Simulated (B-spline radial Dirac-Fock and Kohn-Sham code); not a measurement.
# X-ray form factors of cesium in several charge states

These are calculated numbers from a radial B-spline solver; the model is relativistic Hartree-Fock (Dirac-Fock) wave functions, averaged over the configuration.

Configurations: Cs⁶⁺ [Kr] 4d10 5s2 5p1; Cs⁷⁺ [Kr] 4d10 5s2; Cs⁸⁺ [Kr] 4d10 5s1; Cs¹⁰⁺ [Kr] 4d9; Cs¹¹⁺ [Kr] 4d8. The first column is f₀ of Cs⁶⁺, the others are differences from it.

```
s (Å⁻¹)    Cs⁶⁺  Δ Cs⁷⁺  Δ Cs⁸⁺  Δ Cs¹⁰⁺  Δ Cs¹¹⁺
      0  49.000  -1.000  -2.000   -4.000   -5.000
    0.1  47.344  -0.750  -1.550   -3.284   -4.211
    0.2  43.216  -0.271  -0.645   -1.765   -2.498
    0.3  38.239  +0.034  +0.001   -0.514   -0.999
    0.4  33.514  +0.086  +0.179   +0.045   -0.207
    0.5  29.415  +0.032  +0.104   +0.126   +0.045
    0.7  23.218  -0.028  -0.052   -0.016   +0.040
    0.9  19.294  -0.009  -0.034   -0.029   +0.010
    1.1  16.736  +0.004  +0.004   -0.002   -0.004
    1.4  13.765  +0.002  +0.010   -0.003   -0.026
```
